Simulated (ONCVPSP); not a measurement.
**Scattering properties, ONCV potential for iodine (I)**

ONCVPSP 4.0.1 input, shortened (lines: element, Z, core and valence counts, functional; n l f; lmax; l rc ep ncon nbas qcut; lloc lpopt rc5 dvloc0; l nproj debl; icmod fcfact rcfact), PBE, scalar-relativistic:

```
  I 53.00    8    3        4      upf
    1    0    2.00
    2    0    2.00
    2    1    6.00
    3    0    2.00
    3    1    6.00
    3    2   10.00
    4    0    2.00
    4    1    6.00
    4    2   10.00
    5    0    2.00
    5    1    4.50
    2
    0    1.60    0.00    5    8    3.40
    1    1.90    0.00    4    9    5.20
    2    1.40    0.00    4    9   13.60
    4    5    1.35    3.00
    0    2    1.30
    1    2    2.20
    2    3    0.60
    1    0.35    0.00
```

In the d channel the program set the typed energies aside and used -2.017, 0.250, 0.850 Ha.

The phase is arctan(r·R′/R) of the radial function R(r), unwrapped; energies in Ha, scanned from -4 to 5 Ha. A pole is an energy at which the radial function vanishes at the test radius. The pseudo phase is shifted by a multiple of π to meet the all-electron one at the reference energy, and phase errors are pseudo minus all-electron; the curves can meet again beyond the range given. Levels narrower than the energy grid can be missing from the lists of poles.

Task: For each channel, where are the poles, and over which energies does the pseudopotential scatter like the atom?

Result:

```tsv
channel	radius (bohr)	reference energy (Ha)	poles, all-electron	poles, pseudo	unbroken range about the reference energy with phases within 0.05 rad	phase error 1 Ha above the reference energy (rad)
s	1.62	-0.80	3.21	2.01, 3.53	below 2.0	-0.000
p	1.93	-0.41	2.09	2.09, 4.36	below 3.6	-0.001
d	1.42	-2.02	-1.26	-1.26	the whole range	-0.000
```

Note: ghosts flagged at negative energy: s at -294.6 eV; GHOST(+) flagged for s at 56.6 eV, p at 109.6 eV. A true bound ghost makes a file unfit for plane-wave use.

Phases in the d channel:

| E (Ha) | all-electron | pseudo |
| --- | --- | --- |
| -3.98 | 1.028 | 1.028 |
| -3.50 | 0.842 | 0.842 |
| -3.02 | 0.374 | 0.374 |
| -2.54 | -0.630 | -0.630 |
| -2.06 | -1.244 | -1.244 |
| -1.58 | -1.482 | -1.482 |
| -1.10 | -1.607 | -1.607 |
| -0.62 | -1.694 | -1.694 |
| -0.14 | -1.767 | -1.767 |
| 0.34 | -1.841 | -1.841 |
| 0.82 | -1.926 | -1.926 |
| 1.30 | -2.037 | -2.037 |
| 1.78 | -2.203 | -2.203 |
| 2.26 | -2.474 | -2.474 |
| 2.74 | -2.923 | -2.923 |
| 3.22 | -3.484 | -3.484 |
| 3.70 | -3.909 | -3.909 |
| 4.18 | -4.159 | -4.159 |
| 4.66 | -4.309 | -4.309 |
